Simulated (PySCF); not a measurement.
**How methods differ on the electron affinity of Pt**

Pt⁻ [Xe] 4f14 5d9 6s2 (2D) → Pt [Xe] 4f14 5d9 6s1 (3D), as a difference of total energies. Calculation: PySCF 2.14, in x2c-TZVPPall with one added diffuse shell each of s, p, d, f type (12s8p8d4f1g, 113 functions); the spin-free X2C one-electron Hamiltonian (Gaussian nucleus). The calculations carry no spin-orbit coupling.

```
 method  electron affinity (eV)
    UHF                   0.443
r2SCANh                   1.945
LC-wPBE                   1.487
  B3LYP                   2.087
```

The reference lies between the lowest fine-structure levels, while these numbers refer to the centres of the terms.

In the anion the highest occupied orbital energy is positive at r2SCANh, B3LYP, a self-interaction effect; the basis confines that electron, and the energy difference can still be sensible.

For comparison: 2.125 eV (measured; photodetachment measurements, as compiled on the Wikipedia data page of electron affinities).
